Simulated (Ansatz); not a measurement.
Geometry optimisation, RHF/def2-SVP (Ansatz).

The input (input.yaml):

```yaml
crystal:
  periodic: [false, false, false]
  atoms:
    - { symbol: B, position_ang: [0.065339, -0.258043, 0.278654] }
    - { symbol: "N", position_ang: [0.078003, -0.285931, 1.752738] }
    - { symbol: H, position_ang: [-0.716599, -0.636053, 2.248107] }
    - { symbol: H, position_ang: [0.940371, -0.361507, 2.251143] }
    - { symbol: F, position_ang: [1.17801, -0.125073, -0.397092] }
    - { symbol: F, position_ang: [-1.062883, -0.452558, -0.364491] }
    - { symbol: O, position_ang: [-0.361455, 2.312006, 0.4754] }
    - { symbol: H, position_ang: [-1.265983, 2.50969, 0.281916] }
    - { symbol: H, position_ang: [-0.364403, 1.89717, 1.351425] }
basis:
  gaussian: { orbitals: def2-SVP }
hamiltonian:
  xc: hf
relax:
  f_tol: 0.03
  max_steps: 50
output:
  orbitals: {}
```

Launched with:

```bash
$ ansatz run input.yaml --threads 1 --pin off --max-ram 2048MiB --backend cpu --events-out ev --progress --plain --runs-dir out
```

Problem. Where does it end, and by what steps?

Solution. The run converged. The force dipped under the threshold on the way, but the program's further checks kept it going. After 36 steps the energy has fallen by 0.232 eV; H9 moved furthest, 1.44 Å.

```tsv
step	energy less start (eV)	largest force component (eV/Å)	accepted
0	0.0000	2.337	yes
2	-0.1031	1.319	yes
4	-0.1405	0.418	yes
6	-0.1472	0.842	yes
8	-0.1617	0.314	yes
10	-0.1702	0.156	yes
12	-0.1731	0.139	yes
14	-0.1741	0.093	yes
16	-0.1785	0.064	yes
18	-0.1602	1.425	no
20	-0.1824	0.696	no
22	-0.1898	0.142	yes
24	-0.1922	0.624	no
26	-0.2008	0.106	yes
28	-0.2064	0.738	yes
30	-0.2233	0.315	no
32	-0.2261	0.498	no
34	-0.2303	0.093	yes
36	-0.2318	0.003	yes
```

```xyz
9
Properties=species:S:1:pos:R:3
B -0.135 -0.246 0.532
N 0.296 -0.786 1.736
H -0.341 -1.059 2.454
H 1.258 -0.792 2.001
F 0.722 0.157 -0.391
F -1.420 -0.198 0.217
O -0.519 2.519 0.810
H 0.024 2.620 0.041
H -1.394 2.384 0.478
```

Run time: 2.4 min on 1 thread of Intel(R) Xeon(R) Platinum 8259CL CPU @ 2.50GHz (Skylake/Cascade Lake), on a shared host, peak memory 0.18 GiB.
